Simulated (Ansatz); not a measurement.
`CB(C)S` → `[CH2]` (triplet) + `CBS` at 700 K and 1 bar (formal loss of a carbene).

Program: Ansatz. Geometries: PBE0-D4/def2-TZVP. ΔE: electronic, gas phase. CCSD(T)/CBS adds triple-zeta CCSD(T) − MP2 to the extrapolated MP2 energy (def2 sets, frozen cores). This one scheme is used for every species. Triplets are unrestricted, without spin–orbit coupling. One conformer a species, not always the lowest.

```
          species  CCSD(T)/CBS energy (Eh)  H − E (kJ/mol)  S (J/(mol·K))
         `CB(C)S`               -502.93918           302.3          439.2
`[CH2]` (triplet)                -39.09499            70.4          226.8
            `CBS`               -463.66090           209.1          366.5
```

H − E and S are ideal-gas, rigid-rotor, harmonic terms from PBE0-D4/def2-TZVP, for one conformer and one mirror image of each species, with the whole ground term of open shells counted as degenerate. 1 Eh = 2625.50 kJ/mol, R = 8.31446 J/(mol·K).

Task: By hand: ΔE, ΔH, ΔS and ΔG.

Result: ΔE = (-39.09499) + (-463.66090) − (-502.93918) = 0.18329 Eh = 481.2 kJ/mol. Δ(H − E) = 70.4 + 209.1 − 302.3 = -22.8, so ΔH = 458.4 kJ/mol. ΔS = 226.8 + 366.5 − 439.2 = 154.1 J/(mol·K). ΔG = 458.4 − 700 × (154.1)/1000 = 350.5 kJ/mol.

Task: By hand: the equilibrium constant, and the temperature at which ΔG would vanish if ΔH and ΔS stayed fixed.

Result: log₁₀ K = −ΔG/(RT ln 10) = -26.2. ΔG = 0 at ΔH/ΔS = 2975 K, far beyond where these terms or the molecules hold.

The number of gas molecules changes by +1, which sets the sign of ΔS. A doubt of 5 kJ/mol in ΔE shifts log₁₀ K by 0.4 here. Other conformers and mirror images would add mixing entropy, several J/(mol·K) or more a flexible species. A triplet takes part, so the spin changes. These are equilibria of isolated gas molecules and say nothing of rates. Largest T1 diagnostic: 0.013 (customary marks: 0.02 for closed shells, 0.045 for open ones).
